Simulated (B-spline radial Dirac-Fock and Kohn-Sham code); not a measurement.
Elastic and transport cross sections of titanium for electrons

Method: relativistic (Dirac) partial waves in the static field of the Dirac-Fock atom with Furness-McCarthy exchange, without polarisation or absorption potentials. Computed with a radial B-spline solver. Below a few hundred eV the neglected polarisation potential matters, most of all at small angles. σ_tr1 and σ_tr2 weight the cross section with 1 − P₁ and 1 − P₂ of cos θ; "backward" is the share scattered beyond 90°.

```
energy (eV)  σ (a₀²)  σ_tr1 (a₀²)  σ_tr2 (a₀²)  σ/σ_tr1  backward (%)
         50     27.6         14.3         17.6     1.93            28
       60.3     27.8         13.7         16.0     2.03            26
       71.1     27.3         12.9         14.2     2.12            25
       93.8     25.6         11.3         11.0     2.27            22
        100     25.1         10.9         10.3     2.31            22
        148     21.4         8.19         6.84     2.61            17
        184     19.2         6.76         5.55     2.84            15
        187     19.1         6.66         5.47     2.86            15
        200     18.4         6.25         5.15     2.95            14
        225     17.3         5.56         4.66     3.11            13
        247     16.4         5.05         4.32     3.26            13
        286        ?            ?            ?        ?             ?
        300     14.8         4.08         3.71     3.62            11
```

Task: Fill in the row for 286 eV.

Result: σ = 15.2 a₀², σ_tr1 = 4.31 a₀², σ_tr2 = 3.85 a₀², σ/σ_tr1 = 3.52, backward 11 %. The ratio σ/σ_tr1 is roughly the number of elastic collisions that randomise the direction.
